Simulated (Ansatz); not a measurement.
# Energy profile

The step: GeHF₃ ([F][GeH]([F])[F]) + HCl → GeClF₃ ([F][Ge]([F])([F])[Cl]) + H₂; bonds formed: Ge1–Cl7, H2–H6; bonds broken: Ge1–H2, H6–Cl7 (atoms numbered as in the saddle structure below).

```csv
atom,x (Å),y (Å),z (Å)
Ge1,-0.4647,-0.0106,0.0742
H2,0.9168,-0.8775,0.5498
F3,-1.1365,-1.4358,-0.5939
F4,-0.8157,0.3352,1.7132
F5,-1.4388,1.1681,-0.6935
H6,1.4705,-0.1929,-0.0583
Cl7,1.4684,1.0136,-0.9913
```

Electronic energies by CCSD(T) at an estimated basis limit (MP2 extrapolated from triple and quadruple zeta, plus CCSD(T) − MP2 in triple zeta), on PBE0-D4/def2-TZVP structures; GeH2ClF3, singlet; no counterpoise correction. Computed with Ansatz 0.2.0 (basis: def2-TZVPP and def2-QZVPP); correlated methods freeze the cores. Filled d shells of the heavier atoms are correlated. The def2 sets are not built for correlating such inner shells, so the correlated values are less sure here. Extrapolation: Hartree–Fock as exp(−7.88 √X), correlation as X^−2.97.

(1) Give the profile in eV, counted from the separated reactants. (Judge from chemistry; the value comes from the calculation.)

No T1 diagnostic of these runs exceeds 0.013. The end structure is not quite a true minimum (one mode of 90i cm⁻¹).

## Answers

(1) By the calculation:
```
                                                                                                    point      eV
     separated: GeHF3 (linked as [F][GeH]([F])[F]; Ge1, H2, F3, F4, F5; singlet) + HCl (H6, Cl7; singlet)   0.000
                                                                                          start structure  -0.132
                                                                                                   saddle   2.051
                                                                                            end structure  -0.391
separated: GeClF3 (linked as [F][Ge]([F])([F])[Cl]; Ge1, F3, F4, F5, Cl7; singlet) + H2 (H2, H6; singlet)  -0.363
```

For scale, one of the runs: CCSD(T)/def2-TZVPP, 211 basis functions, launched by `ansatz run in.yaml --threads 8 --pin off --events-out ev --progress --plain --max-ram 19148MiB`. The run took 18 s on 8 CPU threads of an Intel Xeon 6975P-C (shared host), with 3.5 GiB of host memory at its peak.
